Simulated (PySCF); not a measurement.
Be(Br)(Me) (CH3BeBr), SMILES [CH3][Be][Br].

Geometry: ωB97X-D3(BJ)/def2-TZVP.

Calculation: CAM-B3LYP/def2-TZVPD in PySCF.

Gas-phase values at a fixed geometry.

```
Property                                                                                                        Value
---------------------------------------------------------------------------------------------  ----------------------
total energy                                                                                      -2628.99098 hartree
point group                                                                                                       C3v
highest occupied level                                                                                      -10.09 eV
lowest empty level                                                                                            0.20 eV
orbital gap                                                                                                  10.29 eV
dipole moment                                                                                                  1.16 D
quadrupole, principal values (traceless, Buckingham form, about the centre of nuclear charge)   -1.98, 0.99, 0.99 D·Å
mean static polarisability                                                                       49.5 bohr³ (7.34 Å³)
polarisability, principal values                                                               43.4, 43.4, 61.8 bohr³
```
